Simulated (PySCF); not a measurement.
**Level sweep**

Compound: C2H6ClNSi2.
Bonds: N1–C2 (triple), C2–C3, C3–Si4, Si4–Si5, Si5–Cl6. Hydrogens: H7, H8 on C3; H9, H10 on Si4; H11, H12 on Si5.

PySCF, dipoles from the SCF density, polarisabilities from static response with core orbitals frozen. Isolated species at its PBE0-D3(BJ)/def2-SVP geometry (one conformer only).

The anisotropy is √(½[(α1 − α2)² + (α2 − α3)² + (α3 − α1)²]).

```csv
level,μ (D),α (Å³),anisotropy (Å³)
PBE0/def2-SVP,3.199,12.10,3.61
PBE0/6-31+G*,3.413,13.06,4.11
PBE0/aug-cc-pVDZ,3.397,14.56,4.53
PBE0/def2-TZVP,3.402,13.64,4.38
PBE0/def2-TZVPD,3.408,14.56,4.49
```

The dipole runs from 3.20 D (PBE0/def2-SVP) to 3.41 D (PBE0/6-31+G*). No reference polarisability is at hand; against PBE0 in the largest diffuse basis at hand (def2-TZVPD) the other PBE0 rows deviate by def2-SVP -17%, 6-31+G* -10%, aug-cc-pVDZ 0%, def2-TZVP -6%. With PBE0 the polarisability is 12.87 Å³ without diffuse functions (mean of def2-SVP and def2-TZVP) and 14.06 Å³ with them (mean of 6-31+G*, aug-cc-pVDZ and def2-TZVPD).
